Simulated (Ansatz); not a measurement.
Job for Ansatz (a program for electronic structure): U-r2SCAN/def2-TZVPP on SbF, 2S+1 = 3, a spin state set in the input, which need not be the lowest, a point of a bond scan (R = 1.928 Å). Elements past Kr take the def2 small-core potentials; no spin–orbit coupling.

Ansatz 0.2 input:
```yaml
crystal:
  periodic: [false, false, false]
  atoms:
    - {symbol: F, position_ang: [0.00000000, 0.00000000, 0.00000000]}
    - {symbol: Sb, position_ang: [0.00000000, 0.00000000, 1.92805400]}
basis:
  gaussian:
    orbitals: def2-TZVPP
    pivot_positions_ang: [[0.00000000, 0.00000000, 0.00000000], [0.00000000, 0.00000000, 1.92805400]]
hamiltonian:
  xc: {name: r2SCAN}
magnetization: {spin_polarized: true, initial_magnetization: 2}
output: {forces: true, orbitals: {seedname: ./end}}
```

The head of its log:

```
WARN ansatz: RAYON_NUM_THREADS=2 ignored (pool sized by the plan → 2); use --threads N
Functional definition: r2SCAN
integrals: 0.02 GiB planned
539 factors; their error is unknown
mean field: 0.24 GiB planned
mean field evaluation 1: about -9254.8481 eV, gradient 2.7e1 eV
mean field evaluation 2: about -9213.7712 eV, gradient 1.1e2 eV
```

Task: What total energy does the run end on?

Result: -340.1927 hartree.
